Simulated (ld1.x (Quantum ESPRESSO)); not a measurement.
**hydrogen (H): TM pseudisation with PBE, scalar-relativistic reference atom.**

The input file (ld1.x (Quantum ESPRESSO) 7.5):

```
&input
   title='H', zed=1., rel=1, dft='PBE', iswitch=3,
   config='1s1 2p-2',
   nld=2, rlderiv=1.25, eminld=-2.0, emaxld=5.0, deld=0.02
 /
 &inputp
   pseudotype=2, tm=.true., lloc=1,
   nlcc=.false.,
   file_pseudopw='H.UPF', file_wfcaegen='ae.wfc', file_wfcncgen='nc.wfc', file_beta='beta', file_chi='chi'
 /
2
1S  1  0   1.00   0.00  1.15  1.15  0.0
2P  2  1  -2.00   0.45  1.00  1.00  0.0
 &test
   configts(1)='1s1'
 /
```

Command:

```bash
ld1.x < H.in > H.out
```

The program printed (shortened: banner, matrices, multipoles, cross overlaps and the repeated all-electron block are left out):

```
Program LD1 v.7.5
     --------------------------- All-electron run ----------------------------

     H
     scalar relativistic calculation

     atomic number is  1.00
     dft =PBE   lsd =0 sic =0 latt =0  beta=0.20 tr2=1.0E-14
     Exchange-correlation= PBE
                           (   1   4   3   4   0   0   0)
     mesh = 929 r(mesh) =  99.48432 a.u. xmin = -7.00 dx = 0.01250
     1 Ry =  13.60569312 eV, c = 137.03599908

     n l     nl                  e(Ry)          e(Ha)          e(eV)
     1 0     1S 1( 1.00)        -0.4772        -0.2386        -6.4927

     final scf error:  1.6E-15 reached in  21 iterations

     Etot =      -0.917879 Ry,      -0.458940 Ha,     -12.488386 eV

     Ekin =       0.894520 Ry,       0.447260 Ha,      12.170568 eV
     Encl =      -1.889285 Ry,      -0.944642 Ha,     -25.705025 eV
     Eh   =       0.579625 Ry,       0.289813 Ha,       7.886206 eV
     Exc  =      -0.502741 Ry,      -0.251370 Ha,      -6.840135 eV

     normalization and overlap integrals

     s(1S/1S) =  1.000000  <r> =   1.6358  <r2> =    3.6635  r(max) =   1.0253

     ------------------------ End of All-electron run ------------------------

     --------------------- Generating NC pseudopotential ---------------------

      Generating local pot.: lloc=1, matching radius rcloc =   1.0000

      Wfc   1S  rcut= 1.162  Using Troullier-Martins method

     ------------------- End of pseudopotential generation -------------------

     Computing logarithmic derivative in   1.24454
     Computing logarithmic derivative in   1.24454
     Computing the partial wave expansion
     R is outside the sphere for l=    0 j= 0.00
       no projector for channel:   1

     ---------------------- Testing the pseudopotential ----------------------

     H
     scalar relativistic calculation

     atomic number is  1.00   valence charge is  1.00
     dft =PBE   lsd =0 sic =0 latt =0  beta=0.20 tr2=1.0E-14
     mesh = 929 r(mesh) =  99.48432 xmin = -7.00 dx = 0.01250

     n l     nl             e AE (Ry)        e PS (Ry)    De AE-PS (Ry)
     1 0     1S   1( 1.00)       -0.47721       -0.47721        0.00000

     eps = 1.3E-16  iter =  4

     Etot =      -0.917879 Ry,      -0.458940 Ha,     -12.488386 eV
     Etotps =    -0.917128 Ry,      -0.458564 Ha,     -12.478157 eV

     Ekin =       0.870236 Ry,       0.435118 Ha,      11.840163 eV
     Encl =      -1.768479 Ry,      -0.884239 Ha,     -24.061381 eV
     Ehrt =       0.578700 Ry,       0.289350 Ha,       7.873608 eV
     Ecxc =      -0.501338 Ry,      -0.250669 Ha,      -6.821058 eV
     Epseu=      -0.096246 Ry,      -0.048123 Ha,      -1.309490 eV

     ---------------------- End of pseudopotential test ----------------------
```

Generation and configuration tests took about 0.25 s on one core of a shared server CPU.
